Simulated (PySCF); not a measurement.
C4H6ClFO2.
SMILES: `F[C@H]1OC[C@H](Cl)CO1`

The closed-shell SCF was solved with PySCF and density fitting under several settings on one GFN2-xTB geometry (grid level 2 and gas phase unless stated).

| settings | basis functions | SCF cycles | E (Eh) | HOMO (eV) | LUMO (eV) | dipole (D) |
| --- | --- | --- | --- | --- | --- | --- |
| PBE0/pcSseg-1 | 173 | 14 | -865.8775 | -8.30 | 0.58 | 2.43 |
| PBE0/def2-SVPD | 224 | 14 | -865.5272 | -8.37 | 0.29 | 2.32 |
| PBE0/IGLO-II, fitting basis def2-universal-jkfit | 225 | 10 | -866.0158 | -8.19 | 0.65 | 2.31 |
| PW91/6-31++G**, IEF-PCM dimethylsulfoxide, damping 0.1 at the start, DIIS from the seventh cycle | 184 | 21 | -866.3827 | -6.74 | -0.64 | 3.37 |
| HCTH407/pcSseg-0, fitting basis def2-qzvpp-jkfit | 88 | 10 | -865.0237 | -6.98 | -0.52 | 2.81 |
| PBE0/3-21G, damping 0.1 at the start, DIIS from the seventh cycle | 88 | 15 | -861.4935 | -8.01 | 0.89 | 2.77 |

Question: Estimate the rows for these settings: (1) CAM-B3LYP/STO-3G, start guess vsap; (2) revPBE/MINI, level shift 0.3 Eh, start guess vsap.

Answer: 
```csv
settings,basis functions,SCF cycles,E (Eh),HOMO (eV),LUMO (eV),dipole (D)
"CAM-B3LYP/STO-3G, start guess vsap",50,9,-855.8809,-6.49,5.37,2.61
"revPBE/MINI, level shift 0.3 Eh, start guess vsap",50,13,-861.0400,-7.25,-1.15,2.04
```

Question: Over all rows, what range does the HOMO–LUMO gap span?

Answer: From 6.10 eV to 11.86 eV.

Question: Compare two rows with the functional PBE0: PBE0/pcSseg-1 and PBE0/3-21G, damping 0.1 at the start, DIIS from the seventh cycle. Which energy is lower, and by how much?

Answer: PBE0/pcSseg-1 (173 functions) lies 4.3840 Eh or 2751 kcal/mol below PBE0/3-21G, damping 0.1 at the start, DIIS from the seventh cycle (88 functions).

Cycle counts include a coarse-grid stage where the run had one. All basis functions are spherical, in the Pople sets too. The species at its GFN2-xTB geometry (one conformer only).
